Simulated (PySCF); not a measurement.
Cs (caesium, neutral) across methods

[Xe] 5d1, 2D determinant (an excited configuration). All numbers are calculated (PySCF 2.14, scalar relativity by spin-free X2C-1e, in x2c-TZVPPall (11s7p6d2f1g, 85 functions)).

```
 method  E (hartree)  mean ε 5p α (eV)  mean ε 5p β (eV)  mean ε 5d α (eV)  Σ⟨r²⟩ (bohr²)   ⟨S²⟩
 r2SCAN     -7786.05           -13.975           -13.851            -0.864          99.97  0.751
    PBE     -7785.61           -13.611           -13.485            -0.933          102.0  0.750
   PBE0     -7785.69           -15.126           -14.982            -1.228          102.3  0.750
   PW91     -7786.66           -13.620           -13.494            -0.931          100.9  0.750
    LDA     -7779.18           -13.694           -13.580            -0.879          100.2  0.750
  B97-3     -7785.63           -15.371           -15.269            -1.236          107.6  0.750
    UHF  -7783.00174           -19.139           -19.020            -1.774          118.5  0.751
wB97X-V     -7785.74           -17.531           -17.402            -1.994          101.4  0.751
```

Spin-orbit coupling, absent here, splits the open shell strongly.
